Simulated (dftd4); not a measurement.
ClTl, charge -1, doublet, geometry from GFN2-xTB (such geometries of metal compounds can be far from the true shape) (a state made from the parent by changing its charge; the spin is typed, not shown lowest); D4 for blyp in dftd4.

Input for dftd4:
```
$ dftd4 mol.xyz --func blyp --charge -1 --json dftd4.json --noedisp --property

# file mol.xyz
2

Tl    -0.00000000    -0.00000000    -0.47641043
Cl     0.00000000     0.00000000     2.26995558
```

Output, abridged:

```
                    ____  _____ _____     ____  _  _
      -------------|  _ \|  ___|_   _|---|  _ \| || |------------
     |             | | | | |_    | | ___ | | | | || |_           |
     |             | |_| |  _|   | ||___|| |_| |__   _|          |
     |             |____/|_|     |_|     |____/   |_|            |
     |             ===================================           |
     |            E. Caldeweyher, S. Ehlert & S. Grimme          |
     |          Mulliken Center for Theoretical Chemistry        |
     |                    University of Bonn                     |
      -----------------------------------------------------------

Rational (Becke-Johnson) damping: blyp-D4-ATM
---------------------
  s6         1.0000
  s8         2.3408
  s9         1.0000
  a1         0.4449
  a2         4.0933
 alp        16.0000
--------------------

Atomic data, radii in Ångström:
------------------------------------------------------
   Z          R(cov)      r4/r2   hardness         EN
------------------------------------------------------
  81 Tl       1.7333     4.1264     0.1253     1.6200
  17 Cl       1.3200     1.9735     0.4312     3.1600
------------------------------------------------------

Atomic reference systems (in atomic units):
----------------------------------------------------------------------------
   Z        #      CN     q+Z       C6(AA)   #      CN     q+Z       C6(AA)
----------------------------------------------------------------------------
  81 Tl     1  0.0000 21.0000     812.3662   2  0.8322 21.0573     778.8551
            3  1.7345 21.1019     469.1747   4  2.6446 21.1401     362.9756
  17 Cl     1  0.0000 17.0000      92.6806   2  0.8444 16.8495     101.8771
----------------------------------------------------------------------------

Atomic properties (in atomic units):
----------------------------------------------------------------------------
     #    Z              CN          q      C6(AA)        C8(AA)   alpha(0)
----------------------------------------------------------------------------
     1   81 Tl       0.6609    -0.4049    807.6751   147333.9996    72.1551
     2   17 Cl       0.6609    -0.5951    116.5354     4862.2726    16.4960
----------------------------------------------------------------------------

Molecular properties (in atomic units):
----------------------------------------
 molecular C6                1495.3018
 molecular C8              202019.2103
----------------------------------------

Dispersion energy:      -3.5089705904825E-03 Eh

[Info] JSON dump of results written to 'dftd4.json'
```
